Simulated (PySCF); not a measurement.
(SiH3)2PPF2, F2H6P2Si2.
Bonds: F1–P2, P2–F3, P2–P4, P4–Si5, P4–Si6. Hydrogens: H7, H8, H9 on Si5; H10, H11, H12 on Si6.

Level of theory: PBE0-D3(BJ)/def2-SVP geometry optimisation, gas phase (PySCF).

List the bond lengths, angles and torsions at this level.

```csv
bond,length (pm)
F1–P2,161.1
P2–F3,162.2
P2–P4,223.9
"P4–Si5, P4–Si6",226.9
Si5–H7 and 5 like bonds,149.3
```

Bonds in one row agree within 1 pm and their mean is given. A selection of angles:
```csv
angle,degrees
F1–P2–F3,97.8
F1–P2–P4,98.1
P2–P4–Si5,95.9
Si5–P4–Si6,95.5
P4–Si5–H7,112.1
P4–Si5–H8,105.9
P4–Si5–H9,109.4
H7–Si5–H8,109.0
P4–Si6–H10,107.0
P4–Si6–H11,112.9
```

Torsions: F1–P2–P4–Si5 -143° (anticlinal). The mirror-image conformer, all signs reversed, is as good.

P2 (three-coordinate phosphorus) is pyramidal (angles 98.1°, 97.8° and 97.4°, sum 293.2°, 0.87 Å off the plane of its three neighbours). Si5 (SiH3 silicon) is distorted tetrahedral (angles from 105.9° to 112.1°). P4 (three-coordinate phosphorus) is pyramidal (angles 95.9°, 95.5° and 95.5°, sum 287.0°, 1.17 Å off the plane of its three neighbours).

Point group: C1 (no symmetry element, even within 0.4 Å). Stationary, but not proved a minimum. The numbers are those of one conformer.
